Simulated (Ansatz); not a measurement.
These are PBE0-D3(BJ)/def2-TZVP run with Ansatz (an electronic-structure program) values and carry that method's errors. No frequencies were computed at this level.

Ansatz 0.2 input:
```yaml
crystal:
  periodic: [false, false, false]
  atoms:
    - { symbol: Si, position_ang: [-2.283742, -0.210637, 0.081026] }
    - { symbol: Al, position_ang: [0.018006, 0.569147, -0.096027] }
    - { symbol: Si, position_ang: [2.267287, -0.361573, 0.006791] }
    - { symbol: Br, position_ang: [0.075373, 2.837774, -0.458835] }
    - { symbol: H, position_ang: [-3.089452, 0.650442, 0.977984] }
    - { symbol: H, position_ang: [-3.00045, -0.196103, -1.215173] }
    - { symbol: H, position_ang: [-2.430249, -1.586624, 0.60385] }
    - { symbol: H, position_ang: [3.221317, 0.468003, -0.766131] }
    - { symbol: H, position_ang: [2.386605, -1.731577, -0.539382] }
    - { symbol: H, position_ang: [2.828713, -0.433163, 1.375247] }
basis:
  gaussian: { orbitals: def2-tzvp }
hamiltonian:
  xc: pbe0
  dispersion: d3bj
relax:
  max_steps: 150
```

Output:

```
Functional definition: PBE0
1492 factors; their error is unknown
mean field evaluation 1: about -92478.7740 eV, gradient 1.8e1 eV
mean field evaluation 2: about -92479.3215 eV, gradient 1.4e1 eV
mean field evaluation 4: about -92479.9467 eV, gradient 1.0e0 eV
mean field evaluation 8: about -92480.4608 eV, gradient 4.0e-1 eV
mean field evaluation 16: about -92480.4609 eV, gradient 2.4e-5 eV
mean field -92480.46089477 eV, -3398.5942523750 hartree, gradient 2.4e-5 eV, S^2 0.000000; 0 other end points of the search recorded, 0 dependent functions left out
reference -92480.46093474 eV, -3398.5942538439 hartree; 41, 41 occupied and 154, 154 virtual orbitals, 1492 factors
relax step   1: F+E_penalty+E_count = -92480.69123145 eV  Δ(F+E_penalty+E_count) = +0.000e0 eV  max|allowed force component| = 5.190e-1 eV/Å  Δτ_max = 0.0000 Å  (25 SCF iters, accepted)
these checks for a lower state are left out or cut short: starts, cluster_reference, orbital_swaps, neighbouring_geometries, increment
1492 factors; their error is unknown
mean field -92480.50133614 eV, -3398.5957385679 hartree, gradient 2.3e-5 eV, S^2 0.000000; 0 other end points of the search recorded, 0 dependent functions left out
reference -92480.50137601 eV, -3398.5957400333 hartree; 41, 41 occupied and 154, 154 virtual orbitals, 1492 factors
relax step   2: F+E_penalty+E_count = -92480.73238070 eV  Δ(F+E_penalty+E_count) = -4.115e-2 eV  max|allowed force component| = 1.759e-1 eV/Å  Δτ_max = 0.1363 Å  (29 SCF iters, accepted)
these checks for a lower state are left out or cut short: starts, cluster_reference, orbital_swaps, neighbouring_geometries, increment
1492 factors; their error is unknown
mean field -92480.51458052 eV, -3398.5962252898 hartree, gradient 2.1e-5 eV, S^2 0.000000; 0 other end points of the search recorded, 0 dependent functions left out
reference -92480.51462044 eV, -3398.5962267568 hartree; 41, 41 occupied and 154, 154 virtual orbitals, 1492 factors
relax step   3: F+E_penalty+E_count = -92480.74547820 eV  Δ(F+E_penalty+E_count) = -1.310e-2 eV  max|allowed force component| = 3.577e-2 eV/Å  Δτ_max = 0.0571 Å  (29 SCF iters, accepted)
these checks for a lower state are left out or cut short: starts, cluster_reference, orbital_swaps, neighbouring_geometries, increment
1492 factors; their error is unknown
mean field evaluation 32: about -92480.0068 eV, gradient 1.1e-2 eV
mean field -92480.51872907 eV, -3398.5963777463 hartree, gradient 2.2e-5 eV, S^2 0.000000; 0 other end points of the search recorded, 0 dependent functions left out
reference -92480.51876898 eV, -3398.5963792128 hartree; 41, 41 occupied and 154, 154 virtual orbitals, 1492 factors
relax step   4: F+E_penalty+E_count = -92480.74950111 eV  Δ(F+E_penalty+E_count) = -4.023e-3 eV  max|allowed force component| = 1.076e-1 eV/Å  Δτ_max = 0.0511 Å  (28 SCF iters, accepted)
these checks for a lower state are left out or cut short: starts, cluster_reference, orbital_swaps, neighbouring_geometries, increment
1492 factors; their error is unknown
mean field -92480.52264624 eV, -3398.5965216997 hartree, gradient 2.3e-5 eV, S^2 0.000000; 0 other end points of the search recorded, 0 dependent functions left out
reference -92480.52268617 eV, -3398.5965231669 hartree; 41, 41 occupied and 154, 154 virtual orbitals, 1492 factors
relax step   5: F+E_penalty+E_count = -92480.75305186 eV  Δ(F+E_penalty+E_count) = -3.551e-3 eV  max|allowed force component| = 1.088e-1 eV/Å  Δτ_max = 0.0717 Å  (28 SCF iters, accepted)
these checks for a lower state are left out or cut short: starts, cluster_reference, orbital_swaps, neighbouring_geometries, increment
1492 factors; their error is unknown
mean field -92480.52433361 eV, -3398.5965837094 hartree, gradient 2.1e-5 eV, S^2 0.000000; 0 other end points of the search recorded, 0 dependent functions left out
reference -92480.52437354 eV, -3398.5965851767 hartree; 41, 41 occupied and 154, 154 virtual orbitals, 1492 factors
relax step   6: F+E_penalty+E_count = -92480.75451532 eV  Δ(F+E_penalty+E_count) = -1.463e-3 eV  max|allowed force component| = 4.494e-2 eV/Å  Δτ_max = 0.0521 Å  (28 SCF iters, accepted)
these checks for a lower state are left out or cut short: starts, cluster_reference, orbital_swaps, neighbouring_geometries, increment
1492 factors; their error is unknown
mean field -92480.52467697 eV, -3398.5965963274 hartree, gradient 2.1e-5 eV, S^2 0.000000; 0 other end points of the search recorded, 0 dependent functions left out
reference -92480.52471688 eV, -3398.5965977944 hartree; 41, 41 occupied and 154, 154 virtual orbitals, 1492 factors
relax step   7: F+E_penalty+E_count = -92480.75486214 eV  Δ(F+E_penalty+E_count) = -3.468e-4 eV  max|allowed force component| = 1.384e-2 eV/Å  Δτ_max = 0.0192 Å  (29 SCF iters, accepted)
these checks for a lower state are left out or cut short: starts, cluster_reference, orbital_swaps, neighbouring_geometries, increment
1492 factors; their error is unknown
mean field evaluation 64: about -92480.5248 eV, gradient 2.1e-5 eV
mean field -92480.52477189 eV, -3398.5965998158 hartree, gradient 2.1e-5 eV, S^2 0.000000; 0 other end points of the search recorded, 0 dependent functions left out
reference -92480.52481180 eV, -3398.5966012824 hartree; 41, 41 occupied and 154, 154 virtual orbitals, 1492 factors
relax step   8: F+E_penalty+E_count = -92480.75497379 eV  Δ(F+E_penalty+E_count) = -1.117e-4 eV  max|allowed force component| = 4.030e-3 eV/Å  Δτ_max = 0.0094 Å  (29 SCF iters, accepted)
1492 factors; their error is unknown
mean field -92480.52477189 eV, -3398.5965998158 hartree, gradient 2.1e-5 eV, S^2 0.000000; 1 other end points of the search recorded, 0 dependent functions left out
reference -92480.52481180 eV, -3398.5966012824 hartree; 41, 41 occupied and 154, 154 virtual orbitals, 1492 factors
Total energy: -92480.75501370 eV, -3398.6050610464 hartree
Atom 0 at    -2.212975    -0.229712     0.090055 Å, force    -0.004030    -0.001430     0.001419 eV/Å
Atom 1 at     0.023883     0.747702    -0.126065 Å, force     0.003269     0.001527     0.000995 eV/Å
Atom 2 at     2.203357    -0.367696    -0.012230 Å, force    -0.002156     0.002090     0.000122 eV/Å
Atom 3 at     0.067914     2.994888    -0.455239 Å, force    -0.000483    -0.000570    -0.000343 eV/Å
Atom 4 at    -3.051031     0.567027     1.028405 Å, force     0.000788    -0.000819    -0.000644 eV/Å
Atom 5 at    -2.887996    -0.235644    -1.239129 Å, force     0.000049     0.000605    -0.000832 eV/Å
Atom 6 at    -2.162954    -1.634918     0.582530 Å, force     0.000446     0.000582    -0.000501 eV/Å
Atom 7 at     3.237572     0.353328    -0.802593 Å, force     0.000788    -0.000743    -0.000365 eV/Å
Atom 8 at     2.121005    -1.771592    -0.504974 Å, force     0.000020    -0.001051     0.000212 eV/Å
Atom 9 at     2.654634    -0.417694     1.408589 Å, force     0.001308    -0.000191    -0.000063 eV/Å
Dipole moment:     0.000622    -0.251191     0.031337 e Å
```

Cost: about 110 core-seconds (a rough figure).
